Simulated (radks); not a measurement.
Charge is removed step by step from the 2s1/2 level of the magnesium ion Mg7+, starting from [He] 2s2 2p1. Method: Dirac Kohn-Sham, PBEsol, spin-unpolarised, spherical densities, finite nucleus; open shells fill j = l - 1/2 first; Fermi nuclear charge, rms radius 3.057 fm; computed with a radial shooting solver on a logarithmic mesh with Libxc functionals.

\begin{tabular}{lrrr}
removed (e) & E - E(0) (eV) & eigenvalue (eV) & E minus straight line (eV) \\ \hline
0 & 0.000 & -269.03 & 0.000 \\
0.1 & 27.088 & -272.73 & -1.677 \\
0.2 & 54.547 & -276.45 & -2.982 \\
0.3 & 82.378 & -280.17 & -3.916 \\
0.4 & 110.58 & -283.90 & -4.478 \\
0.5 & 139.16 & -287.63 & -4.666 \\
0.6 & 168.11 & -291.36 & -4.481 \\
0.7 & 197.43 & -295.11 & -3.922 \\
0.8 & 227.13 & -298.85 & -2.989 \\
0.9 & 257.20 & -302.59 & -1.682 \\
1 & 287.65 & -306.34 & 0.000 \\
\end{tabular}

Removing the whole electron costs 287.65 eV by Delta-SCF, against 269.03 eV from minus the eigenvalue at the starting occupation. Slater's transition state (half an electron removed) gives 287.63 eV. Integrating minus the eigenvalue over the occupation (Janak's theorem) gives 287.65 eV. The mean slope of the eigenvalue, de/dn, is 37.3 eV per electron.
